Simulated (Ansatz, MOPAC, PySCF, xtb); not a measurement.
Pair of molecules: SiH4 (SMILES [SiH4]) (first 5 atoms) with C2H4 (SMILES C=C); geometry from B3LYP-D3(BJ)/def2-TZVP, rigid monomers moved along the line of their centres of mass till Si1···C7 is 4.23 Å.
(charge 0, multiplicity 1):
| atom | x (Å) | y (Å) | z (Å) |
|---|---|---|---|
| Si | -0.1232 | -0.1856 | -0.1055 |
| H | -1.1626 | 0.7668 | 0.3419 |
| H | -0.1836 | -0.3136 | -1.5815 |
| H | -0.3596 | -1.5112 | 0.5065 |
| H | 1.2149 | 0.3139 | 0.2800 |
| C | 0.3656 | -0.4130 | 4.0888 |
| C | -0.0931 | 0.8266 | 3.9994 |
| H | 1.4030 | -0.6519 | 3.8885 |
| H | -0.2779 | -1.2404 | 4.3617 |
| H | -1.1313 | 1.0654 | 4.1952 |
| H | 0.5499 | 1.6529 | 3.7220 |

Counterpoise-corrected where a basis set is named; no monomer relaxation. Rows marked so take none.

Rows in 6-311+G** carry no dispersion term and start afresh at each structure. The state that PM7 reach isn't checked; PM7 holds dispersion and hydrogen-bond terms.

Run with Ansatz (Gaussian basis) for Hartree–Fock, density functionals and correlated methods; MOPAC for PM7 (differences of heats of formation); PySCF for 6-311+G** rows; xtb for the GFN methods. Each number belongs to the level named beside it.

One of these levels gives 0.3 kJ/mol for the interaction energy. Name it.
A. PM7
B. GFN1-xTB
C. B3LYP/6-311+G** (no counterpoise)
D. PBE0/def2-TZVPPD

C, B3LYP/6-311+G** (no counterpoise). The others give -3.2 (PM7), -5.2 (GFN1-xTB), -1.8 (PBE0/def2-TZVPPD)

Ansatz is a first-principles code.
